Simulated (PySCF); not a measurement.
**SMILES C#C[C@H]1N=C[C@H]1C, C₆H₇N**

Geometry (Å), atoms numbered from 1 in this order:
```xyz
14

C     2.364    0.814    0.800
C     1.657    0.108    0.140
C     0.767   -0.737   -0.610
N     0.229   -1.898    0.154
C    -0.970   -1.486    0.017
C    -0.711   -0.244   -0.778
C    -1.093    1.085   -0.151
H     3.005    1.430    1.357
H     1.247   -1.064   -1.536
H    -1.869   -1.953    0.384
H    -1.065   -0.298   -1.812
H    -0.735    1.138    0.875
H    -2.175    1.199   -0.154
H    -0.652    1.905   -0.713
```

Theory: TDDFT B3LYP/aug-cc-pVDZ circular dichroism and optical rotation, one conformer, gas phase in PySCF. Geometry: GFN2-xTB.

States above about 7.1 eV lie in this functional's continuum (it starts at minus the energy of the highest occupied orbital, well below the true ionisation energy for most functionals) and depend on the basis. Singlets 8 and 9 lie within 0.01 eV of each other, so their separate moments and overlaps can depend on how they mix.

Problem. Draw the ECD and absorption spectra from the lowest 16 states, each a Gaussian of half-width 0.35 eV at 1/e height.

Solution. 
```tsv
E (eV)	λ (nm)	Δε (L mol⁻¹ cm⁻¹)	ε (L mol⁻¹ cm⁻¹)
4.42	280	+0.88	5.71
4.57	271	+2.50	16.2
4.72	262	+4.90	31.7
4.87	254	+6.65	43.1
5.02	247	+6.26	41
5.17	240	+4.05	30.1
5.32	233	+1.75	33.7
5.47	226	+0.33	96
5.62	220	-0.46	289
5.77	215	-1.51	685
5.92	209	-4.06	1280
6.07	204	-8.22	1990
6.22	199	-11.14	2680
6.37	195	-8.92	3350
6.52	190	-1.24	4110
6.67	186	+8.00	4900
6.82	182	+13.47	5360
6.97	178	+11.43	5120
```
Δε uses R in velocity form, ε uses f in length form. Only the states computed contribute, so the short-wavelength end is incomplete.
